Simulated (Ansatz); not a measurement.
The lowest singlet and triplet of ClGa (SMILES [Cl][Ga]); geometries from B3LYP-D3(BJ)/def2-TZVP, each state relaxed from the structure named, with no frequency check.
Singlet (charge 0, multiplicity 1):
```xyz
2

Cl     0.000     0.000    -1.446
Ga     0.000     0.000     0.793
```
Triplet (charge 0, multiplicity 3):
| atom | x (Å) | y (Å) | z (Å) |
|---|---|---|---|
| Cl | 0.0000 | 0.0000 | -1.4187 |
| Ga | 0.0000 | 0.0000 | 0.7780 |

A positive gap puts the triplet lower; no zero-point energy. U- takes an unrestricted singlet (broken symmetry where lower, unprojected). The triplet is unrestricted in single-reference levels. Active spaces average the two states.

Frozen-core correlation. Filled d and f shells under p-block atoms count as core.

The values were computed with Ansatz (an electronic-structure program) with Gaussian orbitals. 

Problem. What gap E(singlet) − E(triplet), adiabatic does U-CCSD/def2-SVP give?

Solution. -320 kJ/mol
